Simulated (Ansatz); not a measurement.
One geometry of n-GeGeSiH8 (SiGe2H8), several levels of theory.

```yaml
crystal:
  periodic: [false, false, false]
  atoms:
    - {symbol: Ge, position_ang: [1.869297, -0.721525, 0.273106]}
    - {symbol: Ge, position_ang: [0.041964, 0.346137, -0.939526]}
    - {symbol: Si, position_ang: [-1.919849, 0.468649, 0.426183]}
    - {symbol: H, position_ang: [1.485064, -2.181696, 0.634930]}
    - {symbol: H, position_ang: [2.154112, 0.048970, 1.590607]}
    - {symbol: H, position_ang: [3.168492, -0.747814, -0.574958]}
    - {symbol: H, position_ang: [0.478656, 1.775530, -1.368927]}
    - {symbol: H, position_ang: [-0.260257, -0.459286, -2.234815]}
    - {symbol: H, position_ang: [-3.053219, 1.139589, -0.303491]}
    - {symbol: H, position_ang: [-1.615004, 1.251450, 1.676077]}
    - {symbol: H, position_ang: [-2.349256, -0.919994, 0.820816]}
basis:
  gaussian: {orbitals: STO-3G}
hamiltonian: {xc: hf}
scf: {omitted_lower_state_checks: [starts]}
output: {orbitals: {seedname: orbitals}}
```

The file start.molden holds the orbitals of an earlier run on this structure, at another level or in another basis.

```sh
$ ansatz run in.yaml --threads 4 --pin off --events-out ev --progress --plain --max-ram 3916MiB
```

Output, abridged:

```
Functional definition: HF
562 factors; integrals over basis functions are off by at most 3.6e-5 eV
mean field evaluation 1: about -119561.1274 eV, gradient 1.1e1 eV
mean field evaluation 2: about -119561.1365 eV, gradient 1.0e1 eV
mean field evaluation 4: about -119561.7532 eV, gradient 5.8e-1 eV
mean field evaluation 8: about -119561.7556 eV, gradient 1.6e-5 eV
mean field -119561.75558956 eV, -4393.8134760477 hartree, gradient 1.7e-5 eV, S^2 0.000000; 0 other end points of the search recorded, 0 dependent functions left out
reference -119561.75558956 eV, -4393.8134760477 hartree; 43, 43 occupied and 10, 10 virtual orbitals, 562 factors
Total energy: -119561.75558956 eV, -4393.8134760477 hartree
Checks for a lower state left out: starts
```

Hardware: 4 threads of Arm Neoverse V1 on a shared host. Wall time 0.4 s.

First input, but with `gaussian: {orbitals: def2-TZVP, initial_orbitals: start.molden}`, `hamiltonian: {xc: pbe}`, `correlation: {method: rpa}` and without the key `output` (abridged; 4 s):

```
Functional definition: PBE
mean field -121022.96103051 eV, -4447.5117855618 hartree, gradient 1.6e-6 eV, S^2 0.000000
23 core orbitals not correlated: weight in the atoms' cores, before any rotation towards them, 1.000 or more for the frozen orbitals, at most 0.000 for the correlated occupied ones
Total energy: -120964.22154391 eV, -4445.3531492445 hartree
Checks for a lower state left out: starts
```

First input, but with `gaussian: {orbitals: def2-TZVP, initial_orbitals: start.molden}`, `hamiltonian: {xc: r2scan, dispersion: d4}` (abridged; 4 s):

```
Functional definition: r2SCAN
mean field -121043.42828921 eV, -4448.2639434459 hartree, gradient 6.9e-5 eV, S^2 0.000000
Total energy: -121043.48495521 eV, -4448.2660258832 hartree
Checks for a lower state left out: starts
```

As the first input, with `gaussian: {orbitals: def2-TZVP, initial_orbitals: start.molden}`, `hamiltonian: {xc: {name: BLYP}, dispersion: d4}` (abridged; 3.3 s):

```
Functional definition: BLYP
mean field -121047.07380674 eV, -4448.3979137441 hartree, gradient 8.6e-6 eV, S^2 0.000000
Total energy: -121047.56614851 eV, -4448.4160069705 hartree
Checks for a lower state left out: starts
```

The first input with `gaussian: {orbitals: def2-TZVP, initial_orbitals: start.molden}`, `hamiltonian: {xc: {name: B97M-V}}` (abridged; 10 s):

```
Functional definition: B97M-V
mean field -121021.71364402 eV, -4447.4659449539 hartree, gradient 2.7e-5 eV, S^2 0.000000
Total energy: -121021.71371871 eV, -4447.4659476987 hartree
Checks for a lower state left out: starts
```

As the first input, with `gaussian: {orbitals: 6-31G}`, `hamiltonian: {xc: {name: B3LYP}, dispersion: d4}` (abridged; 1.9 s):

```
Functional definition: B3LYP
mean field -121026.97053530 eV, -4447.6591321452 hartree, gradient 5.4e-5 eV, S^2 0.000000
Total energy: -121027.35048297 eV, -4447.6730949646 hartree
Checks for a lower state left out: starts
```

As the first input, with `gaussian: {orbitals: def2-TZVP, initial_orbitals: start.molden}`, `hamiltonian: {xc: {name: PBE-QIDH}}` and without the key `output` (abridged; 7.5 s):

```
Functional definition: PBE-QIDH
mean field -121000.06523360 eV, -4446.6703805449 hartree, gradient 1.1e-6 eV, S^2 0.000000
23 core orbitals not correlated: weight in the atoms' cores, before any rotation towards them, 1.000 or more for the frozen orbitals, at most 0.000 for the correlated occupied ones
second order -19.64144530 eV of doubles, -0.00000000 eV of singles
Total energy: -121006.61239793 eV, -4446.9109843961 hartree
Checks for a lower state left out: starts
```

Geometry: PBE-D4/def2-SVP.

The 6-31G sets use Cartesian d functions. B3LYP takes the VWN-RPA correlation. Correlated methods freeze 23 core orbitals; core or outer-core shells of Ge are correlated, in sets that lack core-valence functions.
